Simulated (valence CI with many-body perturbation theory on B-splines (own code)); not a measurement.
E1 line list for Cs40+

Calculated by valence CI with perturbative core correlation (CI+MBPT): five valence electrons over a frozen Dirac-Fock core [Ne], radial functions for each j: 11 s, 11 p, 10 d, 8 f, 5 g, 2 h, with the one-electron correlation potential Σ1 (screened to all orders), the two-electron term Σ2, the three-electron term Σ3, Breit, model QED; selected single and double excitations, second order for the rest, scaled by the run's own slope (own B-spline code, finite nucleus).

No measured spectrum was set against this ion. As an estimate, large intervals hold to a few tenths of a per cent, small ones and those within an open d or f shell to about a per cent. Among the levels kept, up to 3200 cm⁻¹ of a level comes from second order outside the variational space, and about a tenth of that is noise between levels of different J, which matters for small intervals.

Lines 101 to 150 of 555 in falling wavelength, among levels below 569.35 eV, chosen from the strongest by gf and those to the six lowest levels. Wavelengths and rates use the calculated energies. Electric multipoles are in the length gauge, E1 and E2 with the static RPA response of the core. Weak lines are less certain than strong ones. Lines between different terms over intervals too small for the method are left out, as are lines whose strength nearly cancels. Where a level lies close to another of its J and parity, the split of strength between their lines is uncertain. The highest levels of a list are the least certain.

Levels are named by their leading jj configuration (3d3/2^4 stands for four electrons in 3d with j = 3/2), which in mixed levels can hold well under half, so a name can repeat and another be missing. Letters in brackets count levels of one name in rising energy.

```tsv
λ vac (nm)	Upper	Lower	A (s⁻¹)	S (a.u.) with core polarisation	S without
6.711	(3s 3p1/2^2 3p3/2 3d5/2) J=1/2	(3s 3p1/2^2 3p3/2^2) J=1/2	7.52e+10	2.24e-02	2.28e-02
6.706	(3s 3p1/2^2 3d3/2 3d5/2) J=7/2 [a]	(3s 3p1/2^2 3p3/2 3d3/2) J=5/2 [a]	4.11e+10	4.90e-02	4.98e-02
6.696	(3s 3p1/2^2 3p3/2 3d3/2) J=3/2 [a]	(3s^2 3p1/2^2 3d3/2) J=3/2	2.39e+09	1.42e-03	1.44e-03
6.682	(3s^2 3p1/2 3p3/2 3d5/2) J=1/2	(3s^2 3p1/2 3p3/2^2) J=1/2	3.61e+10	1.06e-02	1.08e-02
6.673	(3s 3p1/2^2 3p3/2 3d3/2) J=1/2 [a]	(3s^2 3p1/2^2 3d3/2) J=3/2	4.87e+08	1.43e-04	1.45e-04
6.672	(3s^2 3p1/2 3d5/2^2) J=9/2	(3s^2 3p1/2 3p3/2 3d5/2) J=7/2 [b]	7.76e+10	1.14e-01	1.16e-01
6.650	(3s^2 3p3/2 3d5/2^2) J=9/2	(3s^2 3p3/2^2 3d3/2) J=7/2	3.08e+10	4.48e-02	4.56e-02
6.646	(3s^2 3p3/2 3d5/2^2) J=7/2	(3s^2 3p3/2^2 3d5/2) J=9/2	1.70e+10	1.97e-02	2.00e-02
6.619	(3s^2 3p1/2 3d3/2^2) J=5/2	(3s 3p1/2^2 3p3/2^2) J=3/2	3.04e+10	2.61e-02	2.65e-02
6.618	(3s 3p1/2 3p3/2^2 3d5/2) J=9/2 [b]	(3s^2 3p1/2 3p3/2 3d5/2) J=7/2 [a]	1.93e+10	2.75e-02	2.81e-02
6.617	(3s^2 3p3/2 3d3/2 3d5/2) J=3/2 [b]	(3s^2 3p3/2^2 3d3/2) J=3/2 [b]	5.68e+10	3.25e-02	3.30e-02
6.615	(3s 3p1/2^2 3d5/2^2) J=5/2 [a]	(3s 3p1/2^2 3p3/2 3d5/2) J=3/2 [a]	2.27e+10	1.95e-02	1.98e-02
6.608	(3s^2 3p3/2 3d5/2^2) J=3/2	(3s^2 3p3/2^2 3d5/2) J=3/2	3.18e+10	1.81e-02	1.84e-02
6.602	(3s 3p1/2 3p3/2^2 3d5/2) J=11/2	(3s^2 3p1/2 3p3/2 3d5/2) J=9/2	4.11e+10	7.00e-02	7.14e-02
6.600	(3s^2 3p1/2 3p3/2 3d3/2) J=3/2 [b]	(3s^2 3p1/2 3p3/2^2) J=3/2	8.26e+08	4.69e-04	4.79e-04
6.595	(3s 3p1/2^2 3p3/2 3d5/2) J=5/2 [b]	(3s 3p1/2^2 3p3/2^2) J=3/2	8.77e+10	7.44e-02	7.57e-02
6.590	(3s 3p1/2 3p3/2^2 3d3/2) J=5/2 [f]	(3s^2 3p1/2 3p3/2 3d5/2) J=3/2 [c]	2.10e+10	1.78e-02	1.81e-02
6.588	(3s 3p1/2 3p3/2^2 3d3/2) J=7/2 [c]	(3s^2 3p1/2 3p3/2 3d3/2) J=5/2 [b]	3.08e+10	3.48e-02	3.54e-02
6.578	(3s 3p1/2 3p3/2^2 3d5/2) J=3/2 [e]	(3s 3p1/2 3p3/2^3) J=3/2	9.24e+10	5.19e-02	5.28e-02
6.578	(3s 3p1/2 3p3/2^2 3d3/2) J=5/2 [c]	(3s^2 3p1/2 3p3/2 3d3/2) J=3/2 [b]	3.29e+10	2.77e-02	2.82e-02
6.565	(3s 3p1/2^2 3d3/2 3d5/2) J=5/2 [a]	(3s 3p1/2^2 3p3/2 3d3/2) J=3/2 [a]	4.27e+10	3.58e-02	3.64e-02
6.553	(3s 3p1/2 3p3/2^2 3d5/2) J=3/2 [b]	(3s^2 3p1/2 3p3/2 3d5/2) J=1/2	3.71e+10	2.06e-02	2.10e-02
6.534	(3s^2 3p3/2 3d5/2^2) J=11/2	(3s^2 3p3/2^2 3d5/2) J=9/2	8.89e+10	1.47e-01	1.49e-01
6.519	(3s^2 3p1/2 3d5/2^2) J=5/2	(3s^2 3p1/2 3p3/2 3d5/2) J=5/2 [a]	1.53e+10	1.25e-02	1.27e-02
6.504	(3s 3p1/2^2 3p3/2 3d5/2) J=3/2 [b]	(3s 3p1/2^2 3p3/2^2) J=1/2	5.49e+10	2.98e-02	3.03e-02
6.498	(3s 3p1/2 3p3/2^2 3d3/2) J=7/2 [a]	(3s^2 3p1/2 3p3/2 3d3/2) J=7/2	1.88e+10	2.04e-02	2.07e-02
6.494	(3s^2 3p3/2 3d5/2^2) J=5/2 [b]	(3s^2 3p3/2^2 3d5/2) J=5/2 [a]	2.81e+10	2.28e-02	2.31e-02
6.488	(3s^2 3p3/2 3d5/2^2) J=9/2	(3s^2 3p3/2^2 3d5/2) J=7/2	1.03e+11	1.39e-01	1.42e-01
6.473	(3s 3p1/2 3p3/2^2 3d5/2) J=7/2 [a]	(3s^2 3p1/2 3p3/2 3d3/2) J=5/2 [a]	1.08e+10	1.16e-02	1.18e-02
6.470	(3s^2 3p1/2 3p3/2 3d5/2) J=3/2 [c]	(3s^2 3p1/2 3p3/2^2) J=1/2	5.55e+10	2.97e-02	3.02e-02
6.470	(3s^2 3p1/2 3p3/2 3d5/2) J=7/2 [b]	(3s^2 3p1/2 3p3/2^2) J=5/2	1.23e+11	1.31e-01	1.34e-01
6.468	(3s^2 3p3/2 3d3/2 3d5/2) J=7/2 [c]	(3s^2 3p3/2^2 3d3/2) J=7/2	1.72e+10	1.84e-02	1.88e-02
6.465	(3s 3p1/2^2 3d3/2 3d5/2) J=3/2 [a]	(3s 3p1/2^2 3p3/2 3d3/2) J=1/2 [a]	4.76e+10	2.54e-02	2.58e-02
6.464	(3s 3p1/2 3p3/2^2 3d5/2) J=3/2 [c]	(3s^2 3p1/2 3p3/2 3d5/2) J=3/2 [c]	3.79e+10	2.02e-02	2.06e-02
6.460	(3s 3p1/2 3p3/2^2 3d5/2) J=5/2 [c]	(3s^2 3p1/2 3p3/2 3d5/2) J=3/2 [c]	5.06e+10	4.03e-02	4.11e-02
6.438	(3s 3p1/2^2 3d5/2^2) J=5/2 [a]	(3s 3p1/2^2 3p3/2 3d5/2) J=5/2 [a]	2.03e+10	1.60e-02	1.63e-02
6.437	(3s 3p1/2^2 3d5/2^2) J=7/2	(3s 3p1/2^2 3p3/2 3d5/2) J=5/2 [a]	2.27e+10	2.39e-02	2.44e-02
6.426	(3s 3p1/2 3p3/2^2 3d5/2) J=7/2 [f]	(3s 3p1/2 3p3/2^3) J=5/2	1.70e+11	1.78e-01	1.81e-01
6.425	(3s^2 3p3/2 3d3/2 3d5/2) J=5/2 [d]	(3s^2 3p3/2^2 3d3/2) J=3/2 [b]	9.10e+10	7.15e-02	7.28e-02
6.420	(3s^2 3p1/2 3p3/2 3d5/2) J=3/2 [b]	(3s^2 3p1/2 3p3/2^2) J=5/2	1.04e+10	5.41e-03	5.51e-03
6.419	(3s 3p1/2^2 3d5/2^2) J=3/2	(3s 3p1/2^2 3p3/2 3d5/2) J=3/2 [a]	3.26e+10	1.70e-02	1.73e-02
6.411	(3s 3p1/2^2 3d3/2 3d5/2) J=9/2	(3s 3p1/2^2 3p3/2 3d3/2) J=7/2	8.49e+10	1.10e-01	1.12e-01
6.404	(3s 3p1/2^2 3p3/2 3d5/2) J=5/2 [a]	(3s^2 3p1/2^2 3d5/2) J=5/2	5.53e+10	4.30e-02	4.38e-02
6.404	(3s 3p1/2^2 3d5/2^2) J=7/2	(3s 3p1/2^2 3p3/2 3d3/2) J=5/2 [b]	2.07e+10	2.15e-02	2.19e-02
6.399	(3s^2 3p1/2 3p3/2 3d5/2) J=5/2 [b]	(3s^2 3p1/2 3p3/2^2) J=5/2	1.81e+09	1.41e-03	1.43e-03
6.394	(3s 3p1/2 3p3/2^2 3d5/2) J=9/2 [a]	(3s^2 3p1/2 3p3/2 3d3/2) J=7/2	1.18e+10	1.52e-02	1.55e-02
6.391	(3s 3p1/2 3p3/2^2 3d5/2) J=5/2 [f]	(3s 3p1/2 3p3/2^3) J=3/2	2.10e+11	1.63e-01	1.66e-01
6.376	(3s 3p1/2^2 3p3/2^2) J=5/2	(3s^2 3p1/2^2 3p3/2) J=3/2	8.78e+10	6.74e-02	6.86e-02
6.356	(3s 3p1/2 3p3/2^2 3d3/2) J=3/2 [e]	(3s^2 3p1/2 3p3/2 3d3/2) J=1/2 [b]	7.77e+10	3.94e-02	4.01e-02
6.353	(3s 3p1/2^2 3p3/2 3d5/2) J=7/2 [b]	(3s 3p1/2^2 3p3/2^2) J=5/2	1.14e+11	1.16e-01	1.18e-01
```
